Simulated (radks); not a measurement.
The numbers below are computed, except where a source is named.
Task: Coherent X-ray form factor from a spherical all-electron density. Code: a radial shooting solver on a logarithmic mesh with Libxc functionals. Model: Dirac Kohn-Sham, PBE, spin-unpolarised, spherical densities, point nucleus.

| sin(theta)/lambda (1/angstrom) | f0 (electrons) |
|---|---|
| 0.05 | 69.008 |
| 0.1 | 66.503 |
| 0.15 | 63.324 |
| 0.2 | 59.964 |
| 0.25 | 56.571 |
| 0.3 | 53.207 |
| 0.4 | 46.854 |
| 0.5 | 41.331 |
| 0.6 | 36.668 |
| 0.8 | 29.331 |
| 1 | 23.996 |
| 1.25 | 19.542 |
| 1.5 | 16.777 |
| 2 | 13.269 |

The species is in the configuration that NIST lists as its ground one. Which atom or ion scatters so?

Result: The lutetium ion Lu+, [Xe] 4f14 6s2. Extrapolating in s^2 from the first two rows gives f0(0) = 69.8, near the electron count 70; among species with that count, the fall with angle is slower the higher Z, and the table is that of Z = 71; from so few rows the species is fixed only to a neighbour or two.
